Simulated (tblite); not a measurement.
Task: Give a GFN2-xTB geometry of InChI=1S/C6H5O2/c7-5-3-1-2-4-6(5)8/h1,3-4,7-8H. (Doublet state.)

Result: 
```
atom  x, y, z in Å
O1    -1.9944    0.9106   -0.4125
C2    -0.6850    0.5424   -0.2102
C3     0.3863    1.4125   -0.3891
C4     1.6388    0.9221   -0.1557
C5     1.9248   -0.3489    0.2377
C6     0.8480   -1.2161    0.4161
C7    -0.4481   -0.7788    0.1954
O8    -1.4917   -1.6338    0.3739
H9    -2.0300    1.8330   -0.6860
H10    0.2133    2.4333   -0.7008
H11    2.9332   -0.6887    0.4090
H12    1.0065   -2.2364    0.7272
H13   -2.3059   -1.1507    0.1774
```

Orientation and origin are arbitrary. Atoms count from 1 in this order. H13 on O8 lies 2.17 Å from O1, 4 bonds away (angle at H 114°; Bondi radii sum to 2.72 Å). C6 (carbon bonded to 2 C and H) is planar (angles 120.8°, 120.4° and 118.8°, sum 360.0°, 0.00 Å off the plane of its three neighbours). O8 (oxygen bonded to C and H) is bent (angle 107.8°). C7 (carbon bonded to 2 C and O) is planar (angles 120.1°, 120.0° and 119.9°, sum 360.0°, 0.00 Å off the plane of its three neighbours).

Bonds between heavy atoms (Å): O1–C2 1.375, C2–C3 1.392, C3–C4 1.365, C4–C5 1.361, C5–C6 1.394, C6–C7 1.386, C7–O8 1.361, C2–C7 1.402.

The geometry is computed with GFN2-xTB (gas phase). This method treats the open shell by occupation alone, without spin polarisation.

Point group: Cs (tolerance 0.08 Å). Its GFN2-xTB frequencies are all real (lowest 176 cm⁻¹). Torsions: H–O1–C2–C3 0°, C6–C7–O8–H 180°.

One conformer stands for the species.
